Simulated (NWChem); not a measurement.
Molecule: GeH2O, singlet; SMILES [OH][GeH]

Program: NWChem. Medium grid unless said otherwise, to which SCAN and Minnesota functionals are sensitive. Low-valent species are run as closed-shell singlets; no triplet was tried in these runs. The geometry was optimised at PBE-D3(BJ)/def2-SVP. B3LYP is NWChem's, with the RPA form of VWN correlation.

Task: Order these by “orbital gap (eV)”, lowest first: PBE/def2-TZVP; MPW1K/def2-TZVP; LC-BLYP (range parameter 0.33 per bohr)/def2-TZVP; M05-2X/def2-TZVP; B3LYP/def2-TZVP.

Result: PBE/def2-TZVP (2.78), B3LYP/def2-TZVP (4.28), MPW1K/def2-TZVP (6.06), M05-2X/def2-TZVP (6.74), LC-BLYP (range parameter 0.33 per bohr)/def2-TZVP (8.90)
